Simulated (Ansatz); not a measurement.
C2H10B2O2 (`C[O+]1[BH2-][O+](C)[BH2-]1`) at its PBE0-D4/def2-TZVP geometry, where that method's forces vanish. The species carries charge 0 and has multiplicity 1.

```
atom   x (Å)   y (Å)   z (Å)
  C1  -0.919   1.422  -1.487
  O2  -0.856   0.846  -0.194
  B3   0.465   0.868   0.598
  O4   0.149  -0.564   1.071
  C5   1.184  -1.527   1.159
  B6  -0.926  -0.684  -0.026
  H7  -0.769   2.497  -1.392
  H8  -0.150   0.991  -2.133
  H9  -1.908   1.227  -1.902
 H10   1.417   0.877  -0.149
 H11   0.463   1.669   1.493
 H12   1.707  -1.612   0.203
 H13   0.739  -2.485   1.428
 H14   1.879  -1.215   1.939
 H15  -0.487  -1.247  -1.003
 H16  -1.986  -1.062   0.396
```

Q: For each bond, give half the difference of the two atoms' forces along it (eV/Å; positive pushes the atoms apart) under PBE-D4, r2SCAN-D4, B3LYP-D4, ωB97M-V in def2-TZVPP. (An estimate is asked.)

A: Ansatz gave: 
```tsv
bond	length (Å)	PBE-D4	r2SCAN-D4	B3LYP-D4	ωB97M-V
C1–O2	1.416	0.24	0.28	0.25	0.22
C1–H7	1.090	0.07	-0.07	-0.10	-0.10
C1–H9	1.090	0.07	-0.07	-0.10	-0.10
O2–B3	1.541	0.14	0.08	0.14	0.11
B3–O4	1.541	0.14	0.08	0.14	0.10
B3–H10	1.210	-0.02	-0.08	-0.13	-0.11
B3–H11	1.202	-0.01	-0.08	-0.21	-0.17
O4–C5	1.416	0.24	0.28	0.25	0.22
O4–B6	1.541	0.14	0.08	0.14	0.11
C5–H12	1.093	0.08	-0.06	-0.07	-0.09
C5–H13	1.090	0.07	-0.07	-0.10	-0.10
C5–H14	1.090	0.07	-0.07	-0.10	-0.10
B6–H15	1.210	-0.02	-0.08	-0.13	-0.11
B6–H16	1.202	-0.01	-0.08	-0.21	-0.17
```

B3LYP here is the variant with VWN-RPA as its local correlation; programs differ in this.
